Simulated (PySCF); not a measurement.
# 29Si chemical shifts

Gas phase, no relativistic terms, fast rotation and ring inversion assumed for equivalent nuclei, one conformer. Shieldings: GIAO PBE0/pcSseg-1; GFN2-xTB structure; PySCF 2.14.

Shieldings were converted by a linear fit to measured shifts: 29Si (scatter 8.9 ppm rms, 25.8 ppm with the 6 outliers that the fit left out vs TMS, solution or neat liquid). Occasional misses reach two or three times the rms, and more in compound classes unlike the fitted ones.

(1) Give the 29Si shifts of `C#C[SiH2]/C=C\[Si@@H](Cl)CC=C`, `FCCC([SiH3])([SiH3])C[SiH3]`, `CC(C)C[SiH2][SiH2]CF`, `O=COC1=C[C@H]1[SiH3]`.

(2) Match the shifts -8.3, -38.1, -58.3, -67.7 ppm to `CCOCCC[SiH3]`, `CC[C@@H](C)C[SiH](F)F`, `[SiH3]C(=C=S)c1ccccn1`, `C=C/C(=C\CO[SiH3])CC`.

## Answers

(1) 
```csv
compound,environment,δ (ppm)
[CH:1]#[C:2][SiH2:3]/[CH:4]=[CH:5]\[Si@@H:6]([Cl:7])[CH2:8][CH:9]=[CH2:10],"Si6: silicon bonded to 2 C, Cl, H",-7.7
[CH:1]#[C:2][SiH2:3]/[CH:4]=[CH:5]\[Si@@H:6]([Cl:7])[CH2:8][CH:9]=[CH2:10],"Si3: silicon bonded to 2 C, 2 H",-74.4
[F:1][CH2:2][CH2:3][C:4]([SiH3:5])([SiH3:6])[CH2:7][SiH3:8],"Si5/6: silicon bonded to C, 3 H (×2)",-54.5
[F:1][CH2:2][CH2:3][C:4]([SiH3:5])([SiH3:6])[CH2:7][SiH3:8],"Si8: silicon bonded to C, 3 H",-76.4
[CH3:1][CH:2]([CH3:3])[CH2:4][SiH2:5][SiH2:6][CH2:7][F:8],"Si5: silicon bonded to C, Si, 2 H",-71.7
[CH3:1][CH:2]([CH3:3])[CH2:4][SiH2:5][SiH2:6][CH2:7][F:8],"Si6: silicon bonded to C, Si, 2 H",-74.6
O=COC1=C[C@H]1[SiH3],"silicon bonded to C, 3 H",-61.2
```

(2) -8.3: CC[C@@H](C)C[SiH](F)F (silicon bonded to C, 2 F, H); -38.1: C=C/C(=C\CO[SiH3])CC (silicon bonded to O, 3 H); -58.3: [SiH3]C(=C=S)c1ccccn1 (silicon bonded to C, 3 H); -67.7: CCOCCC[SiH3] (silicon bonded to C, 3 H).
